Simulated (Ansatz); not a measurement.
`C[CH2][Ge]([F])([F])[F]` + CH₃NH₂ → `C[NH][Ge]([F])([F])[F]` + `CC` at 500 K and 1 bar (ligand exchange at a Ge–C bond).

Calculated with Ansatz (gas phase, PBE0-D4/def2-TZVP geometries, no zero-point term in ΔE). CCSD(T)/CBS is the MP2 limit (def2-TZVPP, def2-QZVPP) plus CCSD(T) − MP2 in def2-TZVPP, frozen cores. This one scheme is used for every species. For Ge outer-core shells are correlated without core-valence functions, which leaves a few kJ/mol of doubt a bond. Scalar relativity is left out up to krypton. Each species was taken in one conformer, which may not be the lowest.

```csv
species,CCSD(T)/CBS energy (Eh),H − E (kJ/mol),S (J/(mol·K))
`C[CH2][Ge]([F])([F])[F]`,-2454.74284,243.7,449.5
CH₃NH₂,-95.75281,191.8,270.3
`C[NH][Ge]([F])([F])[F]`,-2470.78181,213.4,447.1
`CC`,-79.71954,220.5,259.9
```

H − E and S are ideal-gas, rigid-rotor, harmonic terms from PBE0-D4/def2-TZVP, for one conformer and one mirror image of each species. 1 Eh = 2625.50 kJ/mol, R = 8.31446 J/(mol·K).

Q: By hand: ΔE, ΔH, ΔS and ΔG.

A: ΔE = (-2470.78181) + (-79.71954) − (-2454.74284) − (-95.75281) = -0.00570 Eh = -15.0 kJ/mol. Δ(H − E) = 213.4 + 220.5 − 243.7 − 191.8 = -1.6, so ΔH = -16.6 kJ/mol. ΔS = 447.1 + 259.9 − 449.5 − 270.3 = -12.8 J/(mol·K). ΔG = -16.6 − 500 × (-12.8)/1000 = -10.2 kJ/mol.

Q: By hand: the equilibrium constant, and the temperature at which ΔG would vanish if ΔH and ΔS stayed fixed.

A: log₁₀ K = −ΔG/(RT ln 10) = 1.1. ΔG = 0 at ΔH/ΔS = 1297 K, though so small a ΔS makes that figure unsure.

TΔS isn't small against ΔH here. A doubt of 5 kJ/mol in ΔE shifts log₁₀ K by 0.5 here. Other conformers and mirror images would add mixing entropy, several J/(mol·K) or more a flexible species. Modes under 60 cm⁻¹, often nearly free rotors, make the harmonic entropy too high. These are equilibria of isolated gas molecules and say nothing of rates. Largest T1 diagnostic: 0.012 (customary marks: 0.02 for closed shells, 0.045 for open ones).
